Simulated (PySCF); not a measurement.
C3H7Si, SMILES [SiH]1CCC1 (connectivity only; charge and spin as stated), charge +1, multiplicity 1. Atoms are numbered in the order given.

```xyz
11

C     -1.3061     0.0054     0.0000
C     -0.3286    -0.0034     1.2341
Si     1.0472     0.0009     0.0000
C     -0.3286    -0.0034    -1.2341
H     -1.9454     0.9085     0.0000
H     -1.9644    -0.8840     0.0000
H     -0.3817    -0.8978     1.8959
H     -0.3806     0.8780     1.9128
H      2.5534     0.0116     0.0000
H     -0.3806     0.8780    -1.9128
H     -0.3817    -0.8978    -1.8959
```
Charge +1, spin multiplicity 1.

Coordinates come from a PBE-D3(BJ)/def2-SVP optimisation. The spin state was assumed, not searched. The isomer is the one that the SMILES or the coordinates give; other isomers of the formula were not compared.

Calculation: KT2/pcSseg-1 (PySCF).

GIAO shieldings, no solvent; atoms alike by connectivity are averaged. δ = σ(ref) − σ: ¹³C against TMS (σ = 185.1 ppm); ²⁹Si against TMS (σ = 361.9 ppm); ¹H against TMS (σ = 31.47 ppm), references at their B3LYP-D3(BJ)/def2-TZVP geometries, non-relativistic.

Q: Estimate the chemical shifts. (Estimate from the structure and the level; the computed values follow.)

A: 
```csv
nucleus,atoms,count,δ (ppm)
¹³C,"C2, C4",2,65.0
¹³C,C1,1,35.4
²⁹Si,Si3,1,446.6
¹H,H9,1,10.37
¹H,"H7, H8, H10, H11",4,4.48
¹H,"H5, H6",2,4.32
```
